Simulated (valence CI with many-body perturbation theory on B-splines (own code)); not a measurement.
**Level structure of Rb13+**

Level of theory: configuration interaction combined with many-body perturbation theory (CI+MBPT): six valence electrons over a frozen Dirac-Fock core [Ar], radial functions for each j: 7 s, 7 p, 8 d, 6 f, 4 g, 1 h, with the one-electron correlation potential Σ1, the two-electron term Σ2, the three-electron term Σ3, Breit, model QED; selected CI, second order for the rest, scaled by the run's own slope (own B-spline code, finite nucleus).

No measured levels were compared; by estimate terms of the open shell hold to 2 to 4 % of their energy, and close levels can change places. Core correlation moves these levels by up to 6200 cm⁻¹, and in measured spectra 5 to 20 % of such shifts remained as error; rates that hang on mixing are uncertain with them. Among the levels kept, up to 670 cm⁻¹ of a level comes from second order outside the variational space, and about a tenth of that is noise between levels of different J, which matters for small intervals. Only levels of the ground parity were solved; by the run's estimate the other parity begins above the list, which can be wrong where configurations are misplaced.

Levels 1 to 34 of 34, with energies above the lowest level, 3d6 5D_4. "Leading %" is the weight of the configuration and term that name the level; weights of strongly mixed levels are sums over their largest components and can fall short. In the jj column 3d3/2^4 stands for four electrons in 3d with j = 3/2. Lifetimes count E1, E2, E3, M1 and M2 decay at the calculated energies, and are blank where another channel may lead or the interval is too uncertain; long ones can be off by a factor of two.

```tsv
No.	Configuration	Term	J	E (cm⁻¹)	Leading %	Leading jj	Lifetime
1	3d6	5D	4	0.0	96	3d3/2^3 3d5/2^3 (46 %)	
2	3d6	5D	3	6911	98	3d3/2^3 3d5/2^3 (60 %)	88.4 ms
3	3d6	5D	2	10161	95	3d3/2^2 3d5/2^4 (54 %)	471 ms
4	3d6	5D	1	12695	95	3d3/2^3 3d5/2^3 (55 %)	680 ms
5	3d6	5D	0	13523	95	3d3/2^2 3d5/2^4 (68 %)	11.3 s
6	3d6	3P	2	52485	90	3d3/2^4 3d5/2^2 (40 %)	3.49 ms
7	3d6	3H	4	52760	34	3d3/2^4 3d5/2^2 (56 %)	8.64 ms
8	3d6	3H	6	54560	95	3d3/2^3 3d5/2^3 (80 %)	5180 s
9	3d6	3H	5	56067	75	3d3/2^3 3d5/2^3 (84 %)	628 ms
10	3d6	3F	3	62491	78	3d3/2^3 3d5/2^3 (66 %)	6.39 ms
11	3d6	3H	4	63847	53	3d3/2^2 3d5/2^4 (81 %)	6.47 ms
12	3d6	3F	2	64698	93	3d3/2^3 3d5/2^3 (51 %)	12.8 ms
13	3d6	3P	1	70878	90	3d3/2 3d5/2^5 (62 %)	2.37 ms
14	3d6	3P	0	71757	73	3d3/2^3 3d5/2^3 (49 %)	3.03 ms
15	3d6	3G	5	71845	75	3d3/2^2 3d5/2^4 (84 %)	18.4 ms
16	3d6	3G	4	76324	78	3d3/2^2 3d5/2^4 (41 %)	21.0 ms
17	3d6	3G	3	78424	78	3d3/2^2 3d5/2^4 (69 %)	12.0 ms
18	3d6	3D	2	85947	83	3d3/2^2 3d5/2^4 (50 %)	8.67 ms
19	3d6	1I	6	86931	95	3d3/2^2 3d5/2^4 (80 %)	13.5 ms
20	3d6	3D	1	88425	93	3d3/2^2 3d5/2^4 (61 %)	6.29 ms
21	3d6	3D	3	88639	95	3d3/2^3 3d5/2^3 (54 %)	4.79 ms
22	3d6	1G	4	94492	82	3d3/2 3d5/2^5 (49 %)	3.44 ms
23	3d6	1D	2	106200	80	3d3/2 3d5/2^5 (37 %)	3.65 ms
24	3d6	1S	0	106470	68	3d5/2^6 (39 %)	1.90 ms
25	3d6	1F	3	118030	85	3d3/2^3 3d5/2^3 (80 %)	10.4 ms
26	3d6	3P	0	132790	90	3d3/2^4 3d5/2^2 (40 %)	
27	3d6	3P	1	137230	99	3d3/2^3 3d5/2^3 (76 %)	
28	3d6	3F	4	142060	93	3d3/2^2 3d5/2^4 (58 %)	
29	3d6	3F	2	142710	98	3d3/2^2 3d5/2^4 (68 %)	2.98 ms
30	3d6	3F	3	146750	85	3d3/2 3d5/2^5 (52 %)	
31	3d6	3P	2	149020	96	3d3/2^2 3d5/2^4 (50 %)	2.90 ms
32	3d6	1G	4	161590	93	3d3/2^2 3d5/2^4 (56 %)	
33	3d6	1D	2	212930	99	3d3/2^2 3d5/2^4 (71 %)	
34	3d6	1S	0	273630	99	3d3/2^2 3d5/2^4 (75 %)
```

Names give the largest LS component (configuration and term), which can be under half, so a name can repeat, a term be missing and a line seem to break the LS rules; names also repeat where a configuration has a term twice.

The ionisation energy to 3d5 6S_5/2 of the next ion comes out as 443.03 eV (NIST: 443 ± 3 eV (theoretical)). All 34 levels together are meant to be complete up to 284540 cm⁻¹.
